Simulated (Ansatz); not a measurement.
`[NH2][GeH3]` and `[GeH3][NH][GeH3]` differ in one atom or group.

Ansatz, PBE0-D4/def2-TZVP geometries, multiplicity 1. 

Scalar relativity is left out up to krypton.

| property | `[NH2][GeH3]` |
| --- | --- |
| size of the dipole moment (PBE/def2-TZVPP) / D | 1.09 |
| HOMO–LUMO gap (PBE/def2-TZVPP) / eV | 5.48 |
| LUMO energy (PBE0/def2-TZVPP) / eV | 0.42 |
| HOMO energy (B3LYP/def2-TZVPP) / eV | -7.08 |
| HOMO energy (PBE/def2-TZVPP) / eV | -5.88 |
| ideal-gas entropy at 298 K and 1 bar (rigid rotor, harmonic PBE0-D4/def2-TZVP) / J/(mol·K) | 275 |

Task: Give the same properties after the change, and the shifts. (Best estimate.)

Result: Computed: 
| property | `[GeH3][NH][GeH3]` | shift |
| --- | --- | --- |
| size of the dipole moment (PBE/def2-TZVPP) / D | 0.65 | -0.44 |
| HOMO–LUMO gap (PBE/def2-TZVPP) / eV | 4.96 | -0.52 |
| LUMO energy (PBE0/def2-TZVPP) / eV | 0.04 | -0.38 |
| HOMO energy (B3LYP/def2-TZVPP) / eV | -6.87 | 0.21 |
| HOMO energy (PBE/def2-TZVPP) / eV | -5.76 | 0.12 |
| ideal-gas entropy at 298 K and 1 bar (rigid rotor, harmonic PBE0-D4/def2-TZVP) / J/(mol·K) | 352 | 77 |

With PBE0 the HOMO rises by 0.23 eV and the LUMO falls by 0.38 eV, so the gap narrows by about 0.61 eV. PBE moves the HOMO by 0.12 eV and ωB97M-V by 0.30 eV. The zero-point energy changes by 35.6 kJ/mol with +9 modes. Dipoles are sizes alone; their direction can turn.

B3LYP here is the variant with VWN-RPA as its local correlation; programs differ in this.
